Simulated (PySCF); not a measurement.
Coordinates in bohr (charge 1 multiplicity 1):
```
Ti    0.0000    0.0000   -0.1397
H     1.9559    0.0000    2.2188
H    -0.9780    1.6939    2.2188
H    -0.9780   -1.6939    2.2188
```

All numbers come from PySCF, PBE0, basis Ti def2-TZVP, H def2-TZVP (no relativity, density fitting).

This geometry of TiH₃⁺ is a stationary point at this level.

What is the point group?

C3v.

Is it a minimum?

Yes: all harmonic wavenumbers are real.

What are the dipole moment and the gap between the highest occupied and lowest empty levels?

3.74 D about the centre of mass and 5.40 eV.

Give the ideal-gas entropy at 298.15 K and 1 bar by parts.

translation 157.9, rotation 59.2, vibration 26.2, spin 0.0; total 243.3 J/(mol K).

Stability towards spin polarisation was not tested. Only a few start shapes were tried, so a lower isomer may exist.
